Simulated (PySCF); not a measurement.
An unknown shows these calculated signals:

1H NMR (500 MHz, computed): δ 6.99 (m, 1H), 6.41 (m, 1H), 6.19 (m, 1H), 6.16 (d, 1H), 6.12 (m, 1H), 5.69 (m, 1H).

13C{1H} NMR (computed): δ 169.1 (C), 136.6 (CH), 132.4 (CH), 130.3 (CH), 125.7 (CH2), 113.0 (CH).

How the numbers were obtained: shielding tensors at PBE0/pcSseg-1 (GIAO), geometry: GFN2-xTB, in PySCF 2.14 (single conformer, relativity neglected, gas phase).

Shifts are taken against calculated references (same method and geometry level): TMS for 1H, 13C.

Which of these does the molecule contain: a (CH3)2CH unit, a non-aromatic C=C double bond, a Si–CH3 group, an amide, a vinyl group CH=CH2?

Answers


- A (CH3)2CH unit: no.
- A non-aromatic C=C double bond: yes.
- A Si–CH3 group: no.
- An amide: no.
- A vinyl group CH=CH2: yes (δC 125.7, 136.6; δH 6.12 (m), 5.69 (m), 6.41 (m)).

The data belong to `C=C/C(F)=C/C=C\Cl`, C₆H₆ClF; they needn't prove each group on their own.

Carbon signals by region: 1 in the far downfield region (above 160 ppm), 5 in the sp2 and nitrile region (100–160 ppm). Above 160 ppm: 169.1, fully substituted alkene carbon.

Carbons that carry Cl, above all several Cl atoms, come out too deshielded, partly because spin–orbit coupling is missing. Splittings by 19F in the carbon and heteronuclear signals aren't shown, as no couplings were computed. Shifts are as computed. Against solution values, carbons near 30 ppm lie about +3 ppm off and those near 130 ppm about +5 ppm; carbons on Cl a further +6 ppm. Of 1211 compounds with measured shifts, 218 miss one by over three times the rms of a fit or turn the order of signals round; such compounds aren't used in these exercises. No couplings were computed; multiplicities are counted from neighbouring protons, with m where these are inequivalent, close in shift, in a saturated or five-membered ring or joined by F or P, and br s for small geminal =CH2 splittings.
